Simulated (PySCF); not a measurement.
Species: C4H6ClFSi.
SMILES with atom numbers: `[F:1][CH2:2][C@:3]1([Cl:4])[CH:5]=[CH:6][SiH2:7]1`

Structure used (GFN2-xTB), in Å, numbered top down from 1:
```
atom  x, y, z in Å
F1    -2.2958    0.9985   -0.2253
C2    -1.6606   -0.1678    0.1294
C3    -0.2717   -0.2292   -0.4642
Cl4   -0.3845   -0.7787   -2.1764
C5     0.6992   -1.0871    0.2944
C6     1.6926   -0.2635    0.6404
Si7    0.9496    1.2726   -0.1828
H8    -1.5932   -0.1614    1.2234
H9    -2.3013   -0.9915   -0.2036
H10    0.5790   -2.1437    0.4755
H11    2.5754   -0.5220    1.2019
H12    0.4461    2.3297    0.6858
H13    1.5609    1.7445   -1.4162
```

NICS is the negative of the GIAO shielding at a point without a nucleus: at the ring centre (0) and 1 Å above and below it (1); zz is the component along the ring normal. Level: GIAO PBE0/pcSseg-1 (PySCF, non-relativistic, gas phase) on the GFN2-xTB geometry, one conformer.

Ring bond lengths (Å), with Mayer bond orders in brackets: C3–C5 1.501 (0.95), C5–C6 1.336 (1.78), C6–Si7 1.895 (0.93), Si7–C3 1.956 (0.77).

Problem. Give the NICS values of each ring in ppm.

Solution. 
| ring | type | NICS(0) | NICS(1), two faces | NICS(1)zz, two faces | rms pucker (Å) | centre to ring atoms, mean (Å) |
| --- | --- | --- | --- | --- | --- | --- |
| C3–C5–C6–Si7 | 4-membered ring with Si; formal bonds 1 double, 3 single | 1.6 | -1.6 / -2.9 | 4.2 / 1.2 | 0.00 | 1.18 |

Problem. What do they say, and how far can they be read as aromaticity?

Solution. 
- C3–C5–C6–Si7: mean NICS(1)zz 2.7 ppm, near zero. C3, Si7 have four or more neighbours, and the NICS criterion for π rings isn't applied. The two faces differ by 3.0 ppm, so no symmetry operation interchanges them.

Problem. What is the mean of the two in-plane components of NICS at the second NICS(1) probe listed for ring C3–C5–C6–Si7, 1 Å off the ring?

Solution. The isotropic value is a third of the trace: (3 × -2.9 − (1.2))/2 = -4.9 ppm.
